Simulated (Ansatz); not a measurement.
Geometry optimisation, Ansatz, RKS B3LYP/6-31G*.

input.yaml

```yaml
crystal:
  periodic: [false, false, false]
  atoms:
    - { symbol: B, position_ang: [0.0, 0.0, 0.0] }
    - { symbol: F, position_ang: [0.0, 0.0, 1.67] }
    - { symbol: Cl, position_ang: [1.6108, 0.0, -0.93] }
    - { symbol: Cl, position_ang: [-1.6108, 0.0, -0.93] }
    - { symbol: H, position_ang: [0.0623, -1.4126, 0.4698] }
    - { symbol: H, position_ang: [0.0491, -1.1133, 1.3144] }
basis:
  gaussian: { orbitals: "6-31G*" }
hamiltonian:
  xc: b3lyp
relax:
  f_tol: 0.15
  max_steps: 25
  restrain:
    - { distance: [0, 4], at: 1.19, k: 30.0 }
    - { distance: [5, 1], at: 0.92, k: 30.0 }
    - { distance: [0, 1], at: 2.52, k: 30.0 }
    - { distance: [5, 4], at: 1.86, k: 30.0 }
```

Run as:

```bash
$ ansatz run input.yaml --threads 1 --pin off --max-ram 2048MiB --backend cpu --events-out ev --progress --plain --runs-dir out
```

**Question.** Where does it end, and by what steps?

**Answer.** It converged. The restraints hold the end off the free minimum; the threshold counts their pulls, which the force column leaves out. Restrained pairs: B1–H5 (1.49 → 1.19 Å), F2–H6 (1.17 → 0.93 Å), B1–F2 (1.67 → 2.52 Å), H5–H6 (0.90 → 1.87 Å). After 7 steps the energy has fallen by 2.131 eV (the restraints' own energy left out); B1 moved furthest, 0.68 Å.

| step | energy less start (eV) | largest force component (eV/Å) | accepted |
| --- | --- | --- | --- |
| 0 | 0.0000 | 3.777 | yes |
| 1 | -0.4914 | 4.464 | yes |
| 2 | -1.3751 | 3.350 | yes |
| 3 | -1.8406 | 1.659 | yes |
| 4 | -2.0587 | 0.915 | yes |
| 5 | -2.0248 | 1.319 | no |
| 6 | -2.1291 | 0.186 | yes |
| 7 | -2.1307 | 0.427 | yes |

```xyz
6
Properties=species:S:1:pos:R:3
B 0.018 -0.485 -0.470
F 0.028 0.001 2.001
Cl 1.535 0.221 -0.978
Cl -1.522 0.181 -0.964
H 0.033 -1.520 0.118
H 0.019 -0.923 1.888
```

Time of the run: 22 s on 1 thread of AMD EPYC 7R43 64-Core Processor (Zen 3), on a shared host, peak memory 0.15 GiB.
